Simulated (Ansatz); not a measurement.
Results of the Gaussian-basis code of Ansatz.

A structure relaxed at PBE0-D4/def2-TZVP, charge 0, multiplicity 2:

Cartesian coordinates in Å:
```
C -0.868 -0.010 -0.628
Ga 0.436 1.259 0.192
S 2.067 0.395 1.460
H -1.355 -0.567 0.176
H -0.314 -0.708 -1.260
H -1.620 0.505 -1.224
H 1.654 -0.873 1.283
```

Q: Give its formula and SMILES.

A: CH4GaS, `[CH3][Ga][SH]`.

Q: Point group (tolerance 0.08 Å, 0.16 Å for H)?

A: Cs.

Q: Summarise the bond lengths by kind.

A: 1 × C–Ga 1.996 Å; 3 × C–H 1.089 to 1.093 Å; 1 × Ga–S 2.240 Å; 1 × H–S 1.346 Å.
